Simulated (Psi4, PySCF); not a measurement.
PySCF was given this input:
```python
from pyscf import gto, scf, cc

mol = gto.M(
    atom='''
P    -0.000000   -0.000000   -0.960484
P     0.000000    0.000000    0.960484
''',
    basis='def2-svpd',
    charge=0,
    spin=0,
    verbose=4,
)

mf = scf.RHF(mol)
mf.kernel()

mycc = cc.CCSD(mf, frozen=10)
mycc.kernel()
et = mycc.ccsd_t()
print('E(CCSD(T)) = %.10f' % (mycc.e_tot + et))
```

**Question.** Give the equivalent Psi4 input.

**Answer.** This is not unique; one that fits is 
```
memory 2 GB

molecule {
0 1
P    -0.00000000   -0.00000000   -0.96048449
P     0.00000000    0.00000000    0.96048449
}

set {
  basis def2-svpd
  freeze_core true
  mp2_type conv
  scf_type pk
  puream true
  d_convergence 1e-8
}

energy('ccsd(t)')
print_variables()
```

Both were run: PySCF gave -681.520603 Eh and Psi4 -681.520603 Eh, 0.000 mEh apart.
